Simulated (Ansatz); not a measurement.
Basis-set extrapolation for CH$_{3}$Al$_{2}$Cl, SMILES `[Cl][Al]1[CH2][AlH]1` (PBE0-D4/def2-TZVP geometry, frozen core, Ansatz). Multiplicity 1, RHF reference.

```csv
,def2-TZVPP,def2-QZVPP
HF,-983.001271,-983.029128
MP2 correlation,-0.505116,-0.546489
CCSD(T) correlation,-0.573036,not run
```

Energies in hartree. Use E(X) = E(∞) + A·exp(−7.88·√X) for Hartree–Fock and E(X) = E(∞) + B·X^(−2.97) for correlation, with X = 3 and 4, and add CCSD(T) minus MP2 of the smaller set to the MP2 limit.

Problem. What is the CCSD(T) energy at the basis-set limit?

Solution. HF limit: -983.029128 + (-0.027857) × 0.13774 = -983.03297. MP2 limit: -0.546489 + (-0.041373) × 0.74074 = -0.57714. Higher-order term: -0.573036 − (-0.505116) = -0.06792. Total: -983.67803 hartree, 272.3 kJ/mol below CCSD(T)/def2-TZVPP.
